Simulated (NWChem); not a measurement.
C₂H₄NO anion

```xyz
8

C      0.4897    -1.3680    -0.0854
N     -0.6797    -0.5482    -0.3067
C     -0.5403     0.7117     0.0453
O      0.4543     1.3144     0.5454
H      0.8066    -1.4017     0.9805
H      0.2849    -2.4052    -0.4068
H      1.3857    -1.0135    -0.6415
H     -1.4703     1.3149    -0.1424
```
Atoms are numbered in this order, from 1.

Program: NWChem. Pople sets run with spherical d functions. Sets without diffuse functions describe the anion's extra electron poorly. The geometry was optimised at B3LYP/def2-SVPD. Atomic charges in e: unrestrained fits to the electrostatic potential beside Mulliken populations; buried atoms are poorly determined by the fit.

### Question
Predict the results for Hartree-Fock/6-31G*. Quantities: ESP C1; Mulliken C1; ESP N2; Mulliken N2; ESP C3; Mulliken C3; ESP O4; Mulliken O4; relative RMS misfit of the potential (%).

### Answer
The ESP C1 comes out as 0.73 and the Mulliken C1 is -0.23. The ESP N2 is -1.07 and the Mulliken N2 is -0.70. The ESP C3 comes out as 0.86. The Mulliken C3 is 0.44. The ESP O4 is -0.86 and the Mulliken O4 comes out as -0.79. The relative RMS misfit of the potential (%) comes out as 4.
